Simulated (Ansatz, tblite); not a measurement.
Forces on the cluster Ca7⁻ at its PBE/def2-SVPD geometry. The state is a doublet with charge -1.

The xTB rows come from tblite. At PBE/def2-TZVPD the highest occupied level of the charge -1 doublet lies above zero (up to 0.15 eV). It is a level of α spin, whose loss leaves a singlet; that state wasn't run at this geometry and level. The electron is either unbound and held by the finite basis, or the level is raised by self-interaction error. The structure comes from a short search, and lower isomers may exist.

GFN1-xTB (tblite), largest force 0.58 eV/Å:

```xyz
7
positions Å, forces eV/Å
Ca    0.345    1.608    2.819    0.009    0.197    0.407
Ca   -2.318   -1.199    1.986   -0.288   -0.124    0.305
Ca    1.164   -1.271    0.587    0.368   -0.404    0.185
Ca    2.485    2.159   -0.253    0.308    0.255   -0.052
Ca    1.242   -0.252   -2.996    0.164   -0.044   -0.425
Ca   -1.163    1.268   -0.584   -0.368    0.405   -0.187
Ca   -1.755   -2.312   -1.560   -0.192   -0.285   -0.233
```

GFN2-xTB (tblite), largest force 0.79 eV/Å:

```
Ca 0.002 0.175 0.377
Ca -0.264 -0.108 0.291
Ca 0.497 -0.547 0.253
Ca 0.299 0.246 -0.054
Ca 0.147 -0.043 -0.386
Ca -0.503 0.548 -0.252
Ca -0.179 -0.271 -0.229
```

PBE/def2-TZVPD (Ansatz), largest force 0.03 eV/Å:

```
Ca -0.004 0.003 0.009
Ca 0.001 0.002 0.004
Ca 0.012 -0.021 0.009
Ca 0.005 0.003 -0.001
Ca 0.000 -0.002 -0.012
Ca -0.017 0.018 -0.007
Ca 0.002 -0.003 -0.004
```
